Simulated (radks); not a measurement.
Species: the ruthenium ion Ru3+. Configuration: [Ar] 3d10 4s2 4p4 4d5 4f2 (not the ground configuration). Calculated with a radial shooting solver on a logarithmic mesh with Libxc functionals: Dirac Kohn-Sham, revPBE, spin-unpolarised, spherical densities, finite nucleus; open shells fill j = l - 1/2 first; Fermi nuclear charge, rms radius 4.4809 fm.

Unscreened Slater integrals over Kohn-Sham orbitals (cm^-1). Large and small components are both included. Empty in this configuration: 5s1/2.

integral,value
"F0(4f5/2,4f5/2)",66925
"F2(4f5/2,4f5/2)",31819
"F4(4f5/2,4f5/2)",20008
"F0(4f5/2,4d5/2)",86882
"F2(4f5/2,4d5/2)",31160
"F4(4f5/2,4d5/2)",17664
"G1(4f5/2,4d5/2)",32200
"G3(4f5/2,4d5/2)",19023
"G5(4f5/2,4d5/2)",13146
"F0(4f5/2,4d3/2)",86986
"F2(4f5/2,4d3/2)",31017
"G1(4f5/2,4d3/2)",31950
"G3(4f5/2,4d3/2)",18870
"F0(4f5/2,4p3/2)",89404
"F2(4f5/2,4p3/2)",27341
"G2(4f5/2,4p3/2)",17920
"G4(4f5/2,4p3/2)",11850
"F0(4f5/2,5s1/2)",73973
"G3(4f5/2,5s1/2)",25316
"F0(4d5/2,4d5/2)",149570
"F2(4d5/2,4d5/2)",76413
"F4(4d5/2,4d5/2)",50649
"F0(4d5/2,4d3/2)",150120
"F2(4d5/2,4d3/2)",76679
"G2(4d5/2,4d3/2)",76644
"G4(4d5/2,4d3/2)",50804
"F0(4d5/2,4p3/2)",163270
"F2(4d5/2,4p3/2)",82613
"G1(4d5/2,4p3/2)",104310
"G3(4d5/2,4p3/2)",64417
"F0(4d5/2,5s1/2)",99786
"G2(4d5/2,5s1/2)",16459
"F0(4d3/2,4d3/2)",150680
"F2(4d3/2,4d3/2)",76957
"F0(4d3/2,4p3/2)",164010
"F2(4d3/2,4p3/2)",83147
"G1(4d3/2,4p3/2)",105140
"G3(4d3/2,4p3/2)",64951
"F0(4d3/2,5s1/2)",99922
"G2(4d3/2,5s1/2)",16151
"F0(4p3/2,4p3/2)",181820
"F2(4p3/2,4p3/2)",96055
"F0(4p3/2,5s1/2)",103070
"G1(4p3/2,5s1/2)",8553.1
"F0(5s1/2,5s1/2)",83570
